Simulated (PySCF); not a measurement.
## Structure from NMR data

Molecular formula: C₅H₈N₂O₂Si. Simulated spectra:

1H NMR (600 MHz, computed): δ 7.40 (m, 1H), 6.96 (m, 1H), 6.41 (m, 1H), 5.29 (s, 2H), 5.11 (s, 3H).

13C{1H} NMR (computed): δ 183.7 (C), 174.9 (C), 139.3 (CH2), 127.2 (CH), 60.7 (CH2).

One computed conformer, no solvent model, averaged over atoms made equivalent by symmetry, fast rotation or ring inversion, relativity neglected. σ from GIAO-PBE0/pcSseg-1; coordinates at the GFN2-xTB level; PySCF 2.14.

Shifts are taken against calculated references (same method and geometry level): 1H (31.72 ppm) and 13C (186.93 ppm) against TMS.

Question: Deduce the structure.

Answer: 
- The formula gives 4 degrees of unsaturation (1 ring in the answer).
- 5 carbon signals for 5 carbons: no two carbons are equivalent.
- Carbon types of the structure: 2 × C, 1 × CH, 2 × CH2, leaving 3 H on heteroatoms.
- δC 183.7: substituted aromatic carbon next to the ring oxygen.
- δC 174.9: substituted aromatic carbon next to a ring nitrogen.
- δC 139.3: terminal =CH2 carbon; an sp2 carbon of a C=C bond.
- δC 127.2: alkene CH; an sp2 carbon of a C=C bond.
- δC 60.7: sp3 CH2 bonded to O, on an aromatic ring; the inductive effect lowers its shielding.
- δH 6.96: hydrogen on an alkene CH; attached to an sp2 carbon and in the plane of the double bond.
- δH 5.29: hydrogen on an sp3 CH2 bonded to O, on an aromatic ring; its carbon carries O, hence the downfield position.

The compound is SMILES C=Cc1nc(CO[SiH3])no1.

This is the structure that produced the data.

Shifts are as computed. Against solution values, carbons near 30 ppm lie about +3 ppm off and those near 130 ppm about +5 ppm. Of 1309 compounds with measured shifts, 239 miss one by over three times the rms of a fit or turn the order of signals round; such compounds aren't used in these exercises. No couplings were computed; multiplicities are counted from neighbouring protons, with m where these are inequivalent, close in shift, in a saturated or five-membered ring or joined by F or P, and br s for small geminal =CH2 splittings.
